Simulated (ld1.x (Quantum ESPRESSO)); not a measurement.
**u(r) = r·R(r): atom against pseudo-atom (chlorine (Cl))**

Columns: radius, all-electron u(r) and pseudo u(r) of the 3s shell (level -20.53 eV) of chlorine in the configuration [Ne] 3s2 3p5; PBE, non-relativistic, TM scheme, ld1.x (Quantum ESPRESSO) 7.5.

```json
{"r (bohr)": "0.065", "all-electron": "0.2117", "pseudo": "0.0256"}
{"r (bohr)": "0.130", "all-electron": "-0.0368", "pseudo": "0.0522"}
{"r (bohr)": "0.195", "all-electron": "-0.2823", "pseudo": "0.0805"}
{"r (bohr)": "0.260", "all-electron": "-0.4134", "pseudo": "0.1117"}
{"r (bohr)": "0.325", "all-electron": "-0.4297", "pseudo": "0.1467"}
{"r (bohr)": "0.390", "all-electron": "-0.3610", "pseudo": "0.1866"}
{"r (bohr)": "0.455", "all-electron": "-0.2392", "pseudo": "0.2322"}
{"r (bohr)": "0.520", "all-electron": "-0.0902", "pseudo": "0.2845"}
{"r (bohr)": "0.585", "all-electron": "0.0671", "pseudo": "0.3435"}
{"r (bohr)": "0.650", "all-electron": "0.2202", "pseudo": "0.4091"}
{"r (bohr)": "0.715", "all-electron": "0.3613", "pseudo": "0.4798"}
{"r (bohr)": "0.780", "all-electron": "0.4860", "pseudo": "0.5533"}
{"r (bohr)": "0.845", "all-electron": "0.5926", "pseudo": "0.6265"}
{"r (bohr)": "0.910", "all-electron": "0.6810", "pseudo": "0.6956"}
{"r (bohr)": "0.975", "all-electron": "0.7517", "pseudo": "0.7566"}
{"r (bohr)": "1.040", "all-electron": "0.8057", "pseudo": "0.8068"}
{"r (bohr)": "1.105", "all-electron": "0.8444", "pseudo": "0.8444"}
{"r (bohr)": "1.170", "all-electron": "0.8694", "pseudo": "0.8693"}
{"r (bohr)": "1.235", "all-electron": "0.8824", "pseudo": "0.8824"}
{"r (bohr)": "1.300", "all-electron": "0.8853", "pseudo": "0.8853"}
{"r (bohr)": "1.365", "all-electron": "0.8796", "pseudo": "0.8796"}
{"r (bohr)": "1.430", "all-electron": "0.8668", "pseudo": "0.8668"}
{"r (bohr)": "1.495", "all-electron": "0.8483", "pseudo": "0.8483"}
{"r (bohr)": "1.560", "all-electron": "0.8253", "pseudo": "0.8253"}
{"r (bohr)": "1.625", "all-electron": "0.7988", "pseudo": "0.7988"}
{"r (bohr)": "1.690", "all-electron": "0.7697", "pseudo": "0.7697"}
```

(1) How many radial nodes do the two functions have?

(2) At about which radius was the pseudo-wave matched?

(3) Where does each function peak?

(4) Is the pseudo-wave norm-conserving?

Answers

(1) The all-electron 3s function has n − l − 1 = 2; the pseudo-wave has 0, since the states of the same l below it are removed with the core.

(2) 1.30 bohr. The columns agree to 0.0005 from 1.10 bohr on; several derivatives are matched, so the curves merge somewhat inside the radius.

(3) Outermost all-electron maximum near 1.30 bohr, pseudo maximum near 1.30 bohr (to the table’s step).

(4) Yes: the TM scheme keeps the norm inside the radius equal to the all-electron one, which fixes the energy derivative of the logarithmic derivative at the level.
